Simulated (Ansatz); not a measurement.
One change: `[F][Al]([F])[SH]` becomes `[F][In]([F])[SH]`.

Ansatz, PBE0-D4/def2-TZVP geometries, multiplicity 1. Each molecule was computed in one conformer, which needn't be the lowest.

Elements past krypton have def2 core potentials.

```csv
property,`[F][Al]([F])[SH]`
zero-point energy (PBE0-D4/def2-TZVP) / kJ/mol,39.0
LUMO energy (PBE/def2-TZVPP) / eV,-1.95
"ideal-gas entropy at 298 K and 1 bar (rigid rotor, harmonic PBE0-D4/def2-TZVP) / J/(mol·K)",315
HOMO–LUMO gap (B3LYP/def2-TZVPP) / eV,6.67
LUMO energy (B3LYP/def2-TZVPP) / eV,-1.41
HOMO energy (PBE0/def2-TZVPP) / eV,-8.36
```

What does the change do to each property? (An estimate is asked.)

Ansatz gave: 
| property | `[F][In]([F])[SH]` | shift |
| --- | --- | --- |
| zero-point energy (PBE0-D4/def2-TZVP) / kJ/mol | 33.4 | -5.6 |
| LUMO energy (PBE/def2-TZVPP) / eV | -3.54 | -1.59 |
| ideal-gas entropy at 298 K and 1 bar (rigid rotor, harmonic PBE0-D4/def2-TZVP) / J/(mol·K) | 346 | 31 |
| HOMO–LUMO gap (B3LYP/def2-TZVPP) / eV | 5.32 | -1.35 |
| LUMO energy (B3LYP/def2-TZVPP) / eV | -3.00 | -1.59 |
| HOMO energy (PBE0/def2-TZVPP) / eV | -8.56 | -0.20 |

With PBE0 the HOMO falls by 0.20 eV and the LUMO falls by 1.56 eV, so the gap narrows by about 1.36 eV. PBE moves the HOMO by -0.18 eV and ωB97M-V by -0.21 eV.

B3LYP here is the variant with VWN-RPA as its local correlation; programs differ in this.
